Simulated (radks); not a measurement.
Neutral rhenium inside a hard spherical wall (all orbitals vanish at R), configuration held at [Xe] 4f14 5d5 6s2 and not refilled when levels cross. All-electron calculation, scalar-relativistic Kohn-Sham, r2SCAN, spin-polarised, spherical densities, finite nucleus; open shells are filled with parallel spins first (spin-orbit coupling, left out, can overturn this in heavy ions); meta-GGA in the generalised Kohn-Sham scheme; Fermi nuclear charge, rms radius 5.3698 fm. Program: a radial shooting solver on a logarithmic mesh with Libxc functionals. Eigenvalues in eV for spin up, with the zero of energy where the potential of the charges vanishes at infinity; a dash marks a level that is unbound or too diffuse for the functional's potential to be trusted. A positive occupied level is held by the wall or, in an anion where self-interaction has pushed it up, behind a barrier. The pressure on the wall is -dE/dV.

\begin{tabular}{lrrrrrrrrr}
R (bohr) & E (hartree) & kinetic (hartree) & e(5p) & e(4f) & e(6s) & e(5d) & e(6p, empty) & e(7s, empty) & pressure (GPa) \\ \hline
free & -16691.4260 & 18439.495 & -49.495 & -42.620 & -6.934 & -6.898 & -1.323 & - & 0 \\
20 & -16691.4260 & 18439.495 & -49.495 & -42.620 & -6.934 & -6.898 & -1.323 & - & < 0.0001 \\
15 & -16691.4260 & 18439.495 & -49.495 & -42.620 & -6.934 & -6.898 & -1.320 & 0.513 & < 0.0001 \\
12 & -16691.4260 & 18439.495 & -49.492 & -42.617 & -6.931 & -6.895 & -1.300 & 1.111 & 0.000575 \\
7 & -16691.4139 & 18439.591 & -49.016 & -42.138 & -6.524 & -6.457 & -0.370 & 7.291 & 0.701 \\
6 & -16691.3848 & 18439.772 & -48.325 & -41.423 & -5.877 & -5.836 & 0.843 & 12.466 & 3.26 \\
4 & -16690.8728 & 18442.140 & -42.732 & -35.210 & 1.435 & -0.547 & 12.267 & 48.589 & 113 \\
3.5 & -16690.2836 & 18444.533 & -38.976 & -30.743 & 8.257 & 3.471 & 21.972 & 74.346 & 328 \\
2 & -16673.9817 & 18503.747 & 6.118 & 20.746 & 135.83 & 61.872 & 176.25 & 399.02 & 23300 \\
1.5 & -16629.0977 & 18649.568 & 93.053 & 93.357 & 383.21 & 171.85 & 447.68 & 902.73 & 184000 \\
\end{tabular}
